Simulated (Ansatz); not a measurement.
Two isomers of C2H3NSe: A = `NC#C[SeH]`, B = `C1=NC[Se]1`.

Computed with Ansatz on PBE0-D4/def2-TZVP structures; ΔE is electronic, products minus reactants. CCSD(T)/CBS adds triple-zeta CCSD(T) − MP2 to the extrapolated MP2 energy (def2 sets, frozen cores). DFT in def2-TZVPP. For Se outer-core shells are correlated without core-valence functions, which leaves a few kJ/mol of doubt a bond. Scalar relativity is left out up to krypton. Each species was taken in one conformer, which may not be the lowest.

A:

```xyz
7

N    -1.6391    0.2195    0.4230
C    -0.3399    0.0717    0.1775
C     0.8250   -0.0819   -0.1152
Se    2.6167   -0.2422   -0.3099
H    -2.0828   -0.4636    1.0157
H    -1.9892    1.1575    0.5346
H     2.6093   -0.6611   -1.7257
```

B:

```xyz
7

C    -0.847    0.553   -0.601
N    -0.043   -0.391   -0.888
C     0.663   -0.482    0.370
Se   -0.408    0.993    1.196
H    -1.600    0.988   -1.253
H     1.720   -0.228    0.293
H     0.515   -1.432    0.882
```

Q: Which isomer does CCSD(T)/CBS put lower? Give the gap. (Best estimate.)

A: Computed: B, by 17.7 kcal/mol.

Q: Give E(B) − E(A) in kcal/mol with ωB97M-V, B2PLYP, BLYP-D4, LDA (SPW92), HF/def2-TZVPP, CCSD(T)/def2-SVP, PBE-D4. (Estimate.)

A: The calculation gave: ωB97M-V -15.7, B2PLYP -14.5, BLYP-D4 -14.8, LDA (SPW92) -17.4, HF/def2-TZVPP -9.4, CCSD(T)/def2-SVP -15.7, PBE-D4 -18.0. None reverses the order clearly.

Q: Does the order hold for the free energy at 298.15 K (harmonic terms from PBE0-D4)? (An estimate is asked.)

A: Computed: Yes: G(B) − G(A) = -14.3 kcal/mol, for one conformer each.

Largest T1 diagnostic: 0.013.

At CCSD(T), def2-SVP lies +2.0 kcal/mol from the extrapolated value and def2-TZVPP −0.4 kcal/mol. From BLYP to BHLYP (50 % exact exchange), in def2-TZVPP and without D4, E(B) − E(A) moves by +0.9 kcal/mol.
